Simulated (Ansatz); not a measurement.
`CB(C)Cl` + H₂S → `C[B-](C)([SH2+])Cl` at 400 K and 1 bar (adduct formation).

Gas-phase electronic energies from Ansatz, PBE0-D4/def2-TZVP geometries. CCSD(T)/CBS is the MP2 limit (def2-TZVPP, def2-QZVPP) plus CCSD(T) − MP2 in def2-TZVPP, frozen cores. This one scheme is used for every species. One conformer a species, not always the lowest.

```tsv
species	CCSD(T)/CBS energy (Eh)	H − E (kJ/mol)	S (J/(mol·K))
`CB(C)Cl`	-564.35192	233.6	349.1
H₂S	-398.97279	53.4	215.9
`C[B-](C)([SH2+])Cl`	-963.32580	295.7	414.6
```

H − E and S are ideal-gas, rigid-rotor, harmonic terms from PBE0-D4/def2-TZVP, for one conformer and one mirror image of each species. 1 Eh = 2625.50 kJ/mol, R = 8.31446 J/(mol·K).

**Question.** By hand: ΔE, ΔH, ΔS and ΔG.

**Answer.** ΔE = (-963.32580) − (-564.35192) − (-398.97279) = -0.00109 Eh = -2.9 kJ/mol. Δ(H − E) = 295.7 − 233.6 − 53.4 = 8.7, so ΔH = 5.8 kJ/mol. ΔS = 414.6 − 349.1 − 215.9 = -150.4 J/(mol·K). ΔG = 5.8 − 400 × (-150.4)/1000 = 66.0 kJ/mol.

**Question.** By hand: the equilibrium constant, and the temperature at which ΔG would vanish if ΔH and ΔS stayed fixed.

**Answer.** log₁₀ K = −ΔG/(RT ln 10) = -8.6. ΔH and −TΔS have one sign here, so there is no such temperature.

The number of gas molecules changes by -1, which sets the sign of ΔS. A doubt of 5 kJ/mol in ΔE shifts log₁₀ K by 0.7 here. Other conformers and mirror images would add mixing entropy, several J/(mol·K) or more a flexible species. Modes under 60 cm⁻¹, often nearly free rotors, make the harmonic entropy too high. These are equilibria of isolated gas molecules and say nothing of rates. Largest T1 diagnostic: 0.010 (customary marks: 0.02 for closed shells, 0.045 for open ones).
